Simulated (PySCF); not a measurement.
Gas-phase reaction: SnO₂ + 3 H₂ ⇌ SnH₂ + 2 H₂O

Energies from PySCF (xtb for GFN2), thermal terms from the rigid-rotor harmonic-oscillator model, ideal gas at 1 bar. † marks an energy on the PBE0/def2-TZVP geometry and frequencies; other levels use their own. All species are closed-shell singlets. Sn: scalar-relativistic def2 core potential, no spin-orbit coupling. SnO₂, SnH₂: computed as isolated molecules; such fragments, hydroxides, amides, oligomers or adducts are transient or little studied in the gas.

PBE0/def2-QZVP† gives ΔH°(298 K) = -310 kJ.

Task: What do GFN2-xTB, M06-2X/def2-TZVP†, r2SCAN/def2-TZVP† give?

Result: GFN2-xTB: -343 kJ; M06-2X/def2-TZVP†: -274 kJ; r2SCAN/def2-TZVP†: -234 kJ. For scale, ΔH°(298 K) is -310 kJ at this level, -298 kJ at ωB97M-V/def2-TZVP†, and runs from -416 to -192 kJ over the 18 levels computed.
